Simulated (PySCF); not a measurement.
Basis and Hamiltonian dependence of the ionisation energy of Ag²⁺

Ag²⁺ [Kr] 4d9 (2D) → Ag³⁺ [Kr] 4d8 (3F). All values are computed (PySCF 2.14, energy differences of UHF-based or UKS calculations, no spin-orbit coupling). Values in eV.

| basis | Hamiltonian | functions | UHF | r2SCAN | PBE0 | MP2 (valence) | CCSD(T) (valence) | CCSD(T) (valence and next inner shell) |
| --- | --- | --- | --- | --- | --- | --- | --- | --- |
| def2-SVP with the def2 core potential (28 electrons) | ECP | 31 | 33.536 | 35.068 | 35.294 | 34.590 | n/a | n/a |
| x2c-SVPall | spin-free X2C | 53 | 33.012 | n/a | 34.961 | 34.415 | n/a | n/a |
| def2-TZVPPD with the def2 core potential (28 electrons) | ECP | 56 | 32.980 | 34.577 | 34.815 | 34.833 | 34.654 | 34.544 |
| cc-pVTZ-PP with ECP28MDF | ECP | 63 | 32.888 | n/a | 34.728 | 34.766 | n/a | n/a |
| x2c-TZVPall | spin-free X2C | 63 | 32.960 | 34.688 | n/a | 34.376 | n/a | n/a |
| ANO-RCC-VTZP | spin-free X2C | 68 | 32.982 | 34.725 | 34.926 | 34.670 | 34.556 | 34.554 |
| aug-cc-pwCVDZ-PP with ECP28MDF | ECP | 70 | 32.868 | 34.470 | 34.707 | 34.681 | 34.486 | 34.314 |
| x2c-TZVPPall | spin-free X2C | 79 | 32.957 | 34.696 | 34.913 | 34.821 | 34.639 | 34.584 |
| def2-QZVPPD with the def2 core potential (28 electrons) | ECP | 88 | 32.974 | 34.577 | 34.818 | 34.937 | 34.743 | 34.641 |
| x2c-TZVPPall with one added diffuse shell each of s, p, d, f type | spin-free X2C | 95 | 32.959 | 34.697 | 34.914 | 34.837 | 34.657 | 34.605 |
| aug-cc-pVTZ-PP with one added diffuse shell each of s, p, d, f, g type with ECP28MDF | ECP | 113 | 32.889 | 34.490 | 34.730 | 34.838 | n/a | n/a |
| x2c-QZVPPall | spin-free X2C | 118 | 32.948 | 34.700 | 34.901 | 34.898 | 34.713 | n/a |
| aug-cc-pwCVTZ-PP with ECP28MDF | ECP | 122 | 32.876 | 34.482 | 34.723 | 34.884 | n/a | n/a |

Question: Estimate the row for aug-cc-pwCVQZ-PP with ECP28MDF (ECP, 180 functions).

Answer: From the rows with the same Hamiltonian and similar size; the calculation gives UHF 32.87 (eV).

Frozen in the all-electron rows: valence: [Kr]; valence and next inner shell: [Ar] 3d10; with a core potential, the same shells as far as they lie outside it.

At UHF, def2-SVP with the def2 core potential (28 electrons) lies more than 0.3 eV from the median of the rows with comparable relativity. Sets contracted for the neutral atom can be stiff in a shell that they treat as core.

Between the lowest levels the reference is 34.8 ± 0.3 eV (semi-empirical (NIST evaluation); NIST Atomic Spectra Database, ionization energies); it includes spin-orbit coupling, which these numbers lack.
